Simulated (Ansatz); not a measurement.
C4H5N2, SMILES c1c[nH+]cnc1, charge +1.

Coordinates come from a TPSSh-D3(BJ)/def2-SVP optimisation. The isomer is the one that the SMILES or the coordinates give; other isomers of the formula were not compared.

Two levels are set side by side: PBE/def2-SVPD (Ansatz, an electronic-structure program) and PBE0/def2-SVPD (Ansatz). Energy differences of separate SCF runs at the same geometry; the states with an electron removed or added have multiplicity 2 and 2. Differences are taken from unrounded values.

```
quantity                            PBE0    PBE  PBE minus PBE0
---------------------------------  -----  -----  --------------
vertical ionisation energy (eV)    15.71  15.57           -0.14
vertical electron affinity (eV)     5.61   5.57           -0.05
vertical singlet–triplet gap (eV)   3.83   3.73           -0.10
```
